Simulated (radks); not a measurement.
Results of a calculation; reference values are marked as such.
Question: Coherent X-ray form factor from a spherical all-electron density. Level of theory: Dirac Kohn-Sham, exchange-only PBE, spin-unpolarised, spherical densities, finite nucleus; Fermi nuclear charge, rms radius of each element as measured or else 0.836 A^(1/3) + 0.57 fm (a radial shooting solver on a logarithmic mesh with Libxc functionals).

sin(theta)/lambda (1/angstrom)  f0 (electrons)
0.05                                    29.899
0.1                                     29.599
0.15                                    29.113
0.2                                     28.464
0.25                                    27.675
0.3                                     26.775
0.4                                     24.756
0.5                                     22.611
0.6                                     20.483
0.8                                     16.577
1                                       13.310
1.25                                    10.200
1.5                                      8.106
2                                        5.971

The species is in the configuration that NIST lists as its ground one. Which atom or ion scatters so?

Answer: The technetium ion Tc13+, [Ar] 3d10 4s2. Extrapolating in s^2 from the first two rows gives f0(0) = 30.0, near the electron count 30; among species with that count, the fall with angle is slower the higher Z, and the table is that of Z = 43; from so few rows the species is fixed only to a neighbour or two.
